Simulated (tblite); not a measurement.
C7H6FP.
Numbering: `[H]/[P:3]=[C:2](/[F:1])[c:4]1[cH:5][cH:6][cH:7][cH:8][cH:9]1` (hydrogens: H10 on P3; H11 on C5; H12 on C6; H13 on C7; H14 on C8; H15 on C9)

Computed with GFN2-xTB (tblite), gas phase: L-BFGS steps from a force-field or distance-geometry start until the largest atomic force falls under 0.01 eV/Å.

Step 2: E = -686.9671 eV
```
atom  x, y, z in Å  |  force x, y, z in eV/Å
F1      2.1575   -2.0044   -0.8088   -0.015   0.530   0.231
C2      2.0074   -0.7339   -0.3225   -0.337   0.045  -0.001
P3      3.4199    0.1041    0.0630    0.216   0.041   0.018
C4      0.6242   -0.3098   -0.1500   -0.257   0.254  -0.002
C5     -0.3735   -1.2781    0.0313    0.043   0.035  -0.123
C6     -1.6983   -0.9120    0.1964    0.014  -0.031   0.029
C7     -2.0589    0.4270    0.1901    0.034   0.018   0.044
C8     -1.0842    1.4029    0.0118   -0.004  -0.043  -0.030
C9      0.2430    1.0497   -0.1589    0.012  -0.316  -0.013
H10     2.8060    1.2680    0.5728    0.001  -0.311  -0.135
H11    -0.0987   -2.3265    0.0326   -0.019   0.131   0.010
H12    -2.4538   -1.6801    0.3332    0.146   0.147  -0.022
H13    -3.0961    0.7099    0.3285    0.146  -0.018  -0.046
H14    -1.3696    2.4509   -0.0115    0.078  -0.204   0.022
H15     0.9704    1.8403   -0.3299   -0.058  -0.277   0.019
```

Step 3: E = -686.9930 eV
```
atom  x, y, z in Å  |  force x, y, z in eV/Å
F1      2.1562   -1.9805   -0.7982   -0.023   0.185   0.092
C2      1.9962   -0.7176   -0.3175   -0.036   0.001   0.001
P3      3.4206    0.1023    0.0622    0.221  -0.062  -0.034
C4      0.6162   -0.3090   -0.1513   -0.104   0.169   0.014
C5     -0.3758   -1.2756    0.0251   -0.028  -0.009  -0.039
C6     -1.6960   -0.9093    0.1980    0.092  -0.050  -0.024
C7     -2.0565    0.4250    0.1927    0.093   0.053  -0.004
C8     -1.0850    1.3967    0.0103    0.046   0.003  -0.010
C9      0.2384    1.0385   -0.1590    0.019   0.157  -0.037
H10     2.8072    1.2495    0.5649   -0.055  -0.036  -0.018
H11    -0.0995   -2.3162    0.0332    0.025  -0.108  -0.009
H12    -2.4447   -1.6710    0.3316   -0.079  -0.083   0.029
H13    -3.0849    0.7083    0.3255   -0.151   0.046   0.014
H14    -1.3652    2.4403   -0.0104    0.026  -0.026   0.009
H15     0.9682    1.8266   -0.3291   -0.044  -0.239   0.017
```

Step 4: E = -686.9968 eV
```
atom  x, y, z in Å  |  force x, y, z in eV/Å
F1      2.1556   -1.9738   -0.7950   -0.029   0.059   0.042
C2      1.9942   -0.7141   -0.3164    0.023   0.068   0.029
P3      3.4236    0.1008    0.0614    0.139  -0.051  -0.031
C4      0.6135   -0.3065   -0.1514   -0.025   0.069   0.011
C5     -0.3765   -1.2757    0.0234    0.016  -0.005  -0.026
C6     -1.6947   -0.9089    0.1979    0.018  -0.096  -0.019
C7     -2.0545    0.4250    0.1931   -0.035   0.066   0.004
C8     -1.0847    1.3958    0.0100    0.042   0.035  -0.007
C9      0.2380    1.0389   -0.1595   -0.053   0.102  -0.016
H10     2.8065    1.2457    0.5632   -0.032  -0.013  -0.010
H11    -0.0993   -2.3159    0.0332    0.030  -0.111  -0.015
H12    -2.4442   -1.6707    0.3317   -0.067  -0.069   0.027
H13    -3.0852    0.7087    0.3252   -0.082   0.026   0.010
H14    -1.3640    2.4380   -0.0101    0.005   0.030   0.007
H15     0.9673    1.8207   -0.3287    0.050  -0.111  -0.006
```

Question: Estimate the geometry and energy of step 5. (The exact step hangs on the optimiser's Hessian estimate; all steps are aligned on step 4, rigid shifts and turns removed.)

Answer: E = -686.9989 eV, largest force 0.111 eV/Å
```
atom  x, y, z in Å  |  force x, y, z in eV/Å
F1      2.1547   -1.9688   -0.7923   -0.034  -0.008   0.015
C2      1.9935   -0.7101   -0.3149    0.044   0.082   0.034
P3      3.4277    0.0988    0.0604    0.051  -0.004  -0.011
C4      0.6116   -0.3037   -0.1513    0.034  -0.019   0.009
C5     -0.3761   -1.2760    0.0218    0.012  -0.026  -0.009
C6     -1.6942   -0.9105    0.1976   -0.029   0.004  -0.019
C7     -2.0545    0.4260    0.1935   -0.033  -0.027   0.000
C8     -1.0840    1.3963    0.0096   -0.070   0.030   0.010
C9      0.2366    1.0404   -0.1601   -0.027   0.020  -0.006
H10     2.8057    1.2430    0.5620    0.011  -0.022  -0.014
H11    -0.0987   -2.3176    0.0328    0.028  -0.059  -0.021
H12    -2.4451   -1.6717    0.3323   -0.048  -0.054   0.022
H13    -3.0866    0.7094    0.3251   -0.037   0.016   0.008
H14    -1.3631    2.4372   -0.0097   -0.011   0.075   0.004
H15     0.9681    1.8153   -0.3287    0.108  -0.008  -0.022
```

The energy changes by -0.0022 eV. The first-order estimate −F·Δx gives -0.0034 eV and the mean of the old and new forces, exact on a quadratic surface, -0.0022 eV. The step makes an angle of 35° with the force vector and moves no atom by more than 0.006 Å.

What follows is the cost of the whole relaxation. The run took 0.27 s on one thread of an Arm Neoverse V2 (shared host).
